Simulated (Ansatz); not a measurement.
Sn(Cl)2(OH)2 (Cl2H2O2Sn), SMILES [OH][Sn]([OH])([Cl])[Cl].

Geometry optimised at B3LYP-D3(BJ)/def2-SVP. A frequency run showed that this geometry is not a minimum. The structure was generated by enumeration; whether it is a known compound was not checked. The def2 effective core potentials stand for the cores of Sn; spin–orbit coupling is left out. Other conformers were not sampled.

Two levels are set side by side: PBE/def2-SVPD (Ansatz, a first-principles code) and CAM-B3LYP/def2-SVPD (Ansatz). Energy differences of separate SCF runs at the same geometry; the states with an electron removed or added have multiplicity 2 and 2. Differences are taken from unrounded values.

```
quantity                             PBE
---------------------------------  -----
vertical ionisation energy (eV)    10.71
vertical electron affinity (eV)     1.43
vertical singlet–triplet gap (eV)   3.98
```

Problem. These are the PBE values. What does CAM-B3LYP give? (An estimate is asked for; the answer gives what the named calculation found.)

Solution. 
| quantity | CAM-B3LYP | PBE minus CAM-B3LYP |
|---|---|---|
| vertical ionisation energy (eV) | 11.92 | -1.21 |
| vertical electron affinity (eV) | 1.39 | 0.05 |
| vertical singlet–triplet gap (eV) | 5.11 | -1.13 |
